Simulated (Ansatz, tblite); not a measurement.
Spin states of the cluster Sn4H8, each relaxed with PBE-D4/def2-SVP in Ansatz. Electronic energies in the gas phase.

In the def2 sets Sn takes a core potential, while STO-3G treats all electrons; there is no spin–orbit coupling. The xTB rows come from tblite. LC-ωPBE has ω = 0.4 bohr⁻¹. Correlated methods freeze 16 core orbitals; core or outer-core shells of Sn are correlated, in sets that lack core-valence functions. In the quintet geometry the species has come apart into loosely held pieces. The structure comes from a short search, and lower isomers may exist.

Singlet geometry:

Cartesian coordinates in Å:
```
Sn -1.299 0.580 -1.330
Sn 1.214 -0.044 1.796
Sn 1.393 -0.267 -1.023
Sn -1.691 -0.274 2.083
H 2.243 -1.281 2.469
H -2.576 -0.419 -1.948
H -1.531 -1.680 0.959
H 1.397 -1.864 -1.711
H -1.663 2.212 -1.825
H 2.017 1.459 2.170
H 2.363 0.727 -2.074
H -1.867 0.851 0.434
```

Triplet geometry:

```xyz
12

Sn    1.300   -1.861   -0.081
Sn   -1.809    1.493    0.319
Sn   -0.017    0.205   -1.450
Sn   -0.204    1.598    2.657
H    -2.321    3.069   -0.204
H     2.787   -1.287    0.582
H     1.373    0.840    2.399
H     1.108    1.392   -2.025
H     1.635   -3.179   -1.152
H    -3.252    0.559    0.577
H    -0.894   -0.396   -2.826
H     0.296   -2.431    1.203
```

Quintet geometry:

```xyz
12

Sn    0.048   -0.439   -2.396
Sn   -0.207   -0.207    2.035
Sn   -0.973    2.069    0.511
Sn    2.610   -0.450    1.768
H    -0.538    0.057    3.721
H     0.920   -0.763   -0.906
H     3.331   -0.317    0.164
H    -0.593    1.617   -1.177
H     0.749   -1.453   -3.649
H    -1.060   -1.646    1.539
H    -2.683    2.472    0.519
H    -1.604   -0.940   -2.128
```

⟨S²⟩: triplet 2.00 at PBE0-D4/def2-TZVP (pure 2.00), quintet 6.01 at PBE0-D4/def2-TZVP (pure 6.00).

Only these spin states were relaxed. The quintet has fallen apart into loose fragments. The triplet has other bonds than the singlet, so the gap mixes isomer and spin. The quintet has other bonds than the singlet, so the gap mixes isomer and spin.

| level | triplet − singlet (kJ/mol) | quintet − singlet (kJ/mol) | lowest of these |
| --- | --- | --- | --- |
| GFN1-xTB | 319.9 | 667.2 | singlet |
| GFN2-xTB | 230.6 | 450.1 | singlet |
| HF/STO-3G | -42.4 | 367.1 | triplet |
| HF/def2-TZVP | 36.3 | 238.2 | singlet |
| PBE-D4/def2-TZVP | 138.3 | 366.8 | singlet |
| r2SCAN-D4/def2-TZVP | 119.0 | 348.2 | singlet |
| LC-ωPBE/def2-TZVP | 100.0 | 354.0 | singlet |
| MP2/def2-TZVP | 128.1 | 396.6 | singlet |

The xTB methods have no term that favours high spin, so they put low spin too low.
